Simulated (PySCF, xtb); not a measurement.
BaCl, SMILES [Cl][Ba+], charge +1.

GFN2-xTB (xtb) at its own geometry gives an orbital gap of 1.26 eV.

The structure is a stationary point at B3LYP-D3(BJ)/def2-TZVPD. The spin state was assumed, not searched. The def2 effective core potentials stand for the cores of Ba; spin–orbit coupling is left out.

Question: What does r2SCAN/def2-TZVPD in PySCF give? (Estimate from the structure and the level; the computed values follow.)

Answer: gap 5.28 eV (levels -11.27 and -5.99 eV).
